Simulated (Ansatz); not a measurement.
`C=[C](F)[SnH3]`, relaxed with RKS PBE-D4/def2-SVP in Ansatz from a rough embedded geometry. The force threshold is 0.03 eV/Å; the program also tests the step.

Total charge 0; spin multiplicity 1. Sn takes the def2 core potential.

Start:

```xyz
9

C    -1.651    0.121   -0.004
C    -0.488   -0.245   -0.652
F    -0.487   -0.778   -1.929
Sn    1.297    0.082    0.349
H    -1.631    0.500    0.945
H    -2.591   -0.104   -0.548
H     2.646   -0.440   -0.713
H     1.502    1.765    0.710
H     1.404   -0.900    1.842
```

Question: By how much does the energy fall, and how many steps does the optimiser take? (An estimate is asked.)

Answer: The calculation gave: 9.14 kcal/mol, in 6 steps.

Question: Which bonds change most? (Estimate.)

Answer: The calculation gave: C2–Sn4 from 2.073 to 2.179 Å; C1–H5 from 1.022 to 1.099 Å; Sn4–H7 from 1.795 to 1.723 Å; Sn4–H9 from 1.790 to 1.727 Å.

Question: Give the relaxed structure. (Best estimate.)

Answer: The calculation gave: 
```xyz
9

C    -1.720    0.070   -0.058
C    -0.525   -0.220   -0.597
F    -0.455   -0.744   -1.845
Sn    1.412    0.071    0.356
H    -1.785    0.496    0.953
H    -2.654   -0.112   -0.616
H     2.633   -0.455   -0.741
H     1.618    1.743    0.733
H     1.475   -0.850    1.815
```
